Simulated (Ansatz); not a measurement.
The cluster Na3I4⁻ (the lowest singlet isomer of a short search), 7 atoms. Hardware: 4 threads of Arm Neoverse V1 on a shared host.

In the def2 sets I takes a core potential; there is no spin–orbit coupling. Correlated methods freeze 19 core orbitals; core or outer-core shells of Na, I are correlated, in sets that lack core-valence functions.

Q: How many basis functions does each of these Ansatz runs have, and roughly what does it cost? BHLYP-D4/def2-TZVPD, charge -1 singlet, energy, from earlier orbitals; MP2/def2-TZVPD, charge -1 singlet, energy, from earlier orbitals; r2SCAN-D4/def2-SVPD, charge -1 singlet, relaxation, 22 steps; RPA@PBE/def2-TZVPD, charge -1 singlet, energy, from earlier orbitals; LC-ωPBE/def2-TZVPD, charge -1 singlet, energy, from earlier orbitals; HF/STO-3G, charge -1 singlet, energy; PBE0-D4/def2-TZVPD, charge -1 singlet, energy, from earlier orbitals; r2SCAN-D4/def2-TZVPD, charge -1 singlet, energy, from earlier orbitals; PBE-D4/def2-TZVPD, charge -1 singlet, energy and forces, from earlier orbitals.

A: Other jobs shared the machine, so times can vary by a factor of up to 3. A dash marks memory too small to be measured apart from the calling script's.

| run | functions | fitting or Cholesky vectors | wall time | peak host memory (GiB) |
| --- | --- | --- | --- | --- |
| HF/STO-3G, charge -1 singlet, energy | 135 | 1379 | 2.8 s | 0.71 |
| PBE-D4/def2-TZVPD, charge -1 singlet, energy and forces, from earlier orbitals | 341 | 2610 | 11 s | 0.91 |
| LC-ωPBE/def2-TZVPD, charge -1 singlet, energy, from earlier orbitals | 341 | 2610 | 13 s | 1.5 |
| r2SCAN-D4/def2-TZVPD, charge -1 singlet, energy, from earlier orbitals | 341 | 2610 | 17 s | 0.98 |
| PBE0-D4/def2-TZVPD, charge -1 singlet, energy, from earlier orbitals | 341 | 2826 | 23 s | 2 |
| MP2/def2-TZVPD, charge -1 singlet, energy, from earlier orbitals | 341 | 3063 | 23 s | 2 |
| BHLYP-D4/def2-TZVPD, charge -1 singlet, energy, from earlier orbitals | 341 | 3002 | 31 s | 2.1 |
| RPA@PBE/def2-TZVPD, charge -1 singlet, energy, from earlier orbitals | 341 | 3063 | 36 s | 2 |
| r2SCAN-D4/def2-SVPD, charge -1 singlet, relaxation, 22 steps | 194 | 2109 | 2.4 min | – |
